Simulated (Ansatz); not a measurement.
`[F][Ge][O][SiH3]` + CH₃OH → `C[O][Ge][F]` + silanol at 600 K and 1 bar (ligand exchange at a Ge–O bond).

Isolated molecules relaxed with PBE0-D4/def2-TZVP in Ansatz; ΔE leaves out vibrations. CCSD(T)/CBS is the MP2 limit (def2-TZVPP, def2-QZVPP) plus CCSD(T) − MP2 in def2-TZVPP, frozen cores. This one scheme is used for every species. For Ge outer-core shells are correlated without core-valence functions, which leaves a few kJ/mol of doubt a bond. Scalar relativity is left out up to krypton. One conformer a species, not always the lowest.

```tsv
species	CCSD(T)/CBS energy (Eh)	H − E (kJ/mol)	S (J/(mol·K))
`[F][Ge][O][SiH3]`	-2542.06230	132.8	416.9
CH₃OH	-115.61712	163.6	277.3
`C[O][Ge][F]`	-2290.98541	159.4	383.1
`O[SiH3]`	-366.69042	135.7	307.9
```

H − E and S are ideal-gas, rigid-rotor, harmonic terms from PBE0-D4/def2-TZVP, for one conformer and one mirror image of each species. 1 Eh = 2625.50 kJ/mol, R = 8.31446 J/(mol·K).

Task: By hand: ΔE, ΔH, ΔS and ΔG.

Result: ΔE = (-2290.98541) + (-366.69042) − (-2542.06230) − (-115.61712) = 0.00359 Eh = 9.4 kJ/mol. Δ(H − E) = 159.4 + 135.7 − 132.8 − 163.6 = -1.3, so ΔH = 8.1 kJ/mol. ΔS = 383.1 + 307.9 − 416.9 − 277.3 = -3.2 J/(mol·K). ΔG = 8.1 − 600 × (-3.2)/1000 = 10.0 kJ/mol.

Task: By hand: the equilibrium constant, and the temperature at which ΔG would vanish if ΔH and ΔS stayed fixed.

Result: log₁₀ K = −ΔG/(RT ln 10) = -0.9. ΔH and −TΔS have one sign here, so there is no such temperature.

The number of gas molecules stays the same, so ΔS is small and ΔH decides. A doubt of 5 kJ/mol in ΔE shifts log₁₀ K by 0.4 here. Other conformers and mirror images would add mixing entropy, several J/(mol·K) or more a flexible species. These are equilibria of isolated gas molecules and say nothing of rates. Largest T1 diagnostic: 0.015 (customary marks: 0.02 for closed shells, 0.045 for open ones).

ΔS is within the doubt of such terms, so its sign, and with it that verdict, could turn.
